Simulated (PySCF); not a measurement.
# Threshold energies of ZnH in a plasma

PBE0 in PySCF with def2-TZVPPD on every atom, for the lowest determinant that a PBE0 search found; no spin–orbit coupling.

| species | state (unpaired electrons) | Re (Å) | ωe (cm⁻¹) | energy of the minimum from the neutral (eV) | De (eV) | dissociates to |
| --- | --- | --- | --- | --- | --- | --- |
| ZnH | doublet (σ ↑) | 1.611 | 1565 | 0.00 | 1.05 | Zn + H |
| ZnH⁺ | singlet (closed shell) | 1.530 | 1913 | 7.82 | 2.32 | Zn⁺ + H |

Task: Work out the lowest energy to break ZnH into atoms, from its vibrational ground state.

Result: D0 = De − ωe/2 = 1.05 − 0.10 = 0.95 eV (PBE0/def2-TZVPPD).

Task: Work out the ionisation energy of the Zn atom at this level and the threshold of dissociative ionisation.

Result: IE(Zn) = 7.82 + 2.32 − 1.05 = 9.09 eV, so Zn⁺ + H + e⁻ appears at D0 + IE(Zn) = 10.04 eV (PBE0/def2-TZVPPD). The measured IE(Zn) is 9.394 eV (NIST ASD).

These are thermodynamic thresholds; the onsets seen under electron impact lie higher where the geometry changes, and cross-sections peak well above them.

For an ion De counts to the pair picked by the measured ionisation energies or electron affinities, which need not be the lowest pair at this level. States were picked by a PBE0 search and need not be the measured ground states.
